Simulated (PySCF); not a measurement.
# Two-component Hartree-Fock for Pb²⁺ (lead, charge +2)

Start: [Xe] 4f14 5d10 6s2. Calculated with PySCF 2.14 in x2c-QZVPPall-2c: generalised Hartree-Fock with the X2C-1e Hamiltonian and a Gaussian nucleus; one run each with spin-orbit coupling (SO) switched off, then screened by Boettger's factors.

| spinor shell | electrons | ε, spin-free (eV) | ε, screened SO (eV) | weight of nominal j (screened SO) | rms radius, screened SO (bohr) |
| --- | --- | --- | --- | --- | --- |
| 1s1/2 | 2 | -88526.8 | -88488.3 | 1.000 | 0.0181 |
| 2s1/2 | 2 | -16007.4 | -15995.3 | 1.000 | 0.0730 |
| 2p1/2 | 2 | -13752.6 | -15338.4 | 1.000 | 0.0617 |
| 2p3/2 | 4 | -13752.6 | -13143.1 | 1.000 | 0.0700 |
| 3s1/2 | 2 | -3928.4 | -3924.6 | 1.000 | 0.186 |
| 3p1/2 | 2 | -3271.9 | -3628.8 | 1.000 | 0.178 |
| 3p3/2 | 4 | -3271.9 | -3131.9 | 1.000 | 0.195 |
| 3d3/2 | 4 | -2589.3 | -2651.1 | 1.000 | 0.170 |
| 4s1/2 | 2 | -941.79 | -940.67 | 1.000 | 0.408 |
| 4p1/2 | 2 | -722.92 | -811.45 | 1.000 | 0.412 |
| 4p3/2 | 4 | -722.92 | -688.08 | 1.000 | 0.446 |
| 4d3/2 | 4 | -463.59 | -477.41 | 1.000 | 0.455 |
| 4d5/2 | 6 | -463.59 | -453.72 | 1.000 | 0.466 |
| 5s1/2 | 2 | -183.98 | -183.81 | 1.000 | 0.915 |
| 4f5/2 | 6 | -175.80 | -178.38 | 1.000 | 0.491 |
| 4f7/2 | 8 | -175.80 | -173.10 | 1.000 | 0.497 |
| 5p1/2 | 2 | -120.87 | -137.55 | 1.000 | 0.983 |
| 5p3/2 | 4 | -120.87 | -114.42 | 1.000 | 1.07 |
| 5d3/2 | 4 | -46.032 | -47.742 | 1.000 | 1.35 |
| 5d5/2 | 6 | -46.032 | -44.865 | 1.000 | 1.40 |
| 6s1/2 | 2 | -30.133 | -30.155 | 1.000 | 2.37 |

Task: Where does 3d5/2 lie, and what is the 3d spin-orbit splitting (screened SO)?

Result: At -2545.5 eV, 105.60 eV above 3d3/2.

| quantity | spin-free | screened SO |
| --- | --- | --- |
| E (hartree) | -20865.12230 | -20903.20689 |
| M_J | 0 | 0 |
| ⟨J²⟩ | 0.000 | 0.000 |
| ⟨L²⟩ | 0.000 | 0.204 |
| ⟨S²⟩ | 0.000 | 0.204 |

Breit and QED terms are absent; they matter most for the inner s and p1/2 levels.

Densities and radii are taken from the X2C orbitals without a picture-change correction, which distorts them close to the nucleus.

Without spin-orbit coupling the j labels of p, d and f shells carry no meaning; the spin-free column gives the mean over the occupied spinors of each nl shell.
